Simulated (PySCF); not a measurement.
C2H6AlCl, triplet, geometry from GFN2-xTB (such geometries of metal compounds can be far from the true shape) (a higher spin typed on purpose: for a closed-shell molecule this is an excited state). Base run: TPSS/3-21G (PySCF).

Here is a job for PySCF.
```python
from pyscf import gto, scf, dft

mol = gto.Mole()
mol.atom = '''
    Al    0.27124112    0.58615795    0.37960008
    C     1.86787064   -0.78580438   -0.09423932
    H     1.50074856   -1.73997665   -0.45832241
    H     2.52835634   -0.91152303    0.75481727
    H     2.36361712   -0.24113003   -0.89325914
    C    -0.27691568   -0.98774869    1.75013729
    H    -0.47945400   -1.92642443    1.24452288
    H    -1.19293851   -0.57600077    2.16514718
    H     0.47678327   -1.10469076    2.51903656
    Cl   -1.07464571    0.56005945   -1.18836066
'''
mol.basis = '3-21g'
mol.spin = 2
mol.verbose = 4
mol.symmetry = True
mol.build()

mf = dft.UKS(mol)
mf.xc = 'tpss'
mf.kernel()
mf.analyze()
```

The base run was repeated with changes; each row names its change, and settings that it needs were set with it.

| change | ΔE vs base (eV) | point group used | SCF cycles | outcome |
|---|---|---|---|---|
| base | 0.00 | Cs | 10 | converged |
| symmetry = off | 0.00 | C1 | 11 | converged |
| irrep_nelec = A':(18, 16) A":(7, 7) | - | - | 13 | not converged |
| irrep_nelec = A':(16, 16) A":(9, 7) | 4.11 | Cs | 11 | converged |

Open shells are given as the SCF converged; they aren't shown to be the lowest states, and a large step between rows can be another state.
